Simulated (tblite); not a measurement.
Compound: C7H8NO (doublet state).
Numbering: `[CH:1]1[NH:2][CH:3]=[CH:4][C:5]2=[C:6]1[CH2:7][O:8][CH2:9]2` (hydrogens: H10 on C1; H11 on N2; H12 on C3; H13 on C4; H14, H15 on C7; H16, H17 on C9)
Bond orders are those of one Lewis drawing.

Computed with GFN2-xTB (tblite), gas phase: L-BFGS steps from a force-field or distance-geometry start until the largest atomic force falls under 0.01 eV/Å.

Step 24: E = -707.3353 eV
```
atom  x, y, z in Å  |  force x, y, z in eV/Å
C1      1.1879   -1.1569   -0.2406   -0.003   0.077   0.010
N2      2.1995   -0.1873   -0.2407    0.012   0.030  -0.012
C3      1.9040    1.1571   -0.0112    0.015  -0.027   0.019
C4      0.6211    1.5723    0.1475    0.059   0.035  -0.009
C5     -0.4107    0.6250    0.0798    0.028  -0.012   0.003
C6     -0.0902   -0.7428   -0.1001    0.011   0.012   0.001
C7     -1.3882   -1.4948   -0.0758   -0.010  -0.015  -0.003
O8     -2.3912   -0.5094   -0.2624   -0.052  -0.058   0.018
C9     -1.8928    0.7468    0.1803   -0.029  -0.033   0.007
H10     1.4959   -2.1800   -0.3642    0.020  -0.001  -0.019
H11     3.1622   -0.4740   -0.2656   -0.024  -0.040   0.016
H12     2.7492    1.8265    0.0180   -0.035  -0.075   0.006
H13     0.4066    2.6133    0.3265   -0.010   0.018  -0.029
H14    -1.5216   -1.9964    0.8979    0.010   0.003   0.019
H15    -1.4986   -2.2437   -0.8631    0.041   0.031  -0.051
H16    -2.3192    1.5281   -0.4552   -0.028   0.002  -0.037
H17    -2.2211    0.9283    1.2187   -0.005   0.053   0.059
```

Step 25: E = -707.3365 eV
```
atom  x, y, z in Å  |  force x, y, z in eV/Å
C1      1.1872   -1.1550   -0.2379    0.024   0.003  -0.015
N2      2.1996   -0.1870   -0.2433    0.001   0.036  -0.003
C3      1.9040    1.1567   -0.0095    0.013  -0.016   0.004
C4      0.6209    1.5735    0.1477    0.067   0.026  -0.017
C5     -0.4113    0.6263    0.0761    0.029  -0.016   0.025
C6     -0.0912   -0.7421   -0.1001    0.022   0.018   0.004
C7     -1.3881   -1.4962   -0.0763   -0.011   0.004   0.006
O8     -2.3929   -0.5112   -0.2572   -0.042  -0.050   0.010
C9     -1.8929    0.7458    0.1811   -0.040  -0.020   0.000
H10     1.4966   -2.1789   -0.3619    0.002   0.025  -0.010
H11     3.1619   -0.4766   -0.2655   -0.039  -0.024   0.022
H12     2.7506    1.8241    0.0175   -0.036  -0.058   0.015
H13     0.4067    2.6154    0.3268   -0.004  -0.012  -0.030
H14    -1.5234   -1.9982    0.8972    0.031  -0.019  -0.005
H15    -1.4949   -2.2413   -0.8687    0.028   0.037  -0.016
H16    -2.3213    1.5239   -0.4557   -0.039   0.025  -0.051
H17    -2.2183    0.9327    1.2194   -0.006   0.040   0.061
```

**Question.** Estimate the geometry and energy of step 26. (The exact step hangs on the optimiser's Hessian estimate; all steps are aligned on step 25, rigid shifts and turns removed.)

**Answer.** E = -707.3373 eV, largest force 0.065 eV/Å
```
atom  x, y, z in Å  |  force x, y, z in eV/Å
C1      1.1869   -1.1533   -0.2365    0.021  -0.037  -0.027
N2      2.1996   -0.1863   -0.2450   -0.011   0.021   0.000
C3      1.9044    1.1562   -0.0076    0.000  -0.006  -0.009
C4      0.6219    1.5750    0.1477    0.033   0.000  -0.022
C5     -0.4112    0.6273    0.0738    0.004  -0.007   0.039
C6     -0.0917   -0.7412   -0.0995    0.017   0.017   0.006
C7     -1.3880   -1.4973   -0.0762    0.000   0.018   0.010
O8     -2.3948   -0.5137   -0.2529   -0.020  -0.018   0.013
C9     -1.8936    0.7448    0.1817   -0.038   0.005  -0.001
H10     1.4966   -2.1769   -0.3618   -0.001   0.021  -0.005
H11     3.1608   -0.4792   -0.2646   -0.026  -0.013   0.026
H12     2.7515    1.8211    0.0173   -0.009  -0.022   0.024
H13     0.4067    2.6171    0.3261    0.005  -0.024  -0.029
H14    -1.5252   -2.0000    0.8967    0.050  -0.036  -0.020
H15    -1.4907   -2.2390   -0.8728    0.015   0.035   0.005
H16    -2.3244    1.5205   -0.4571   -0.035   0.022  -0.043
H17    -2.2159    0.9370    1.2209   -0.005   0.022   0.033
```

The energy changes by -0.0009 eV. The first-order estimate −F·Δx gives -0.0013 eV and the mean of the old and new forces, exact on a quadratic surface, -0.0009 eV. The step makes an angle of 61° with the force vector and moves no atom by more than 0.006 Å.

The cost below is that of the whole relaxation. On an Arm Neoverse V1 with one thread, no GPU, shared host with 64 logical CPUs at a one-minute load of 39, this took 0.36 s wall.
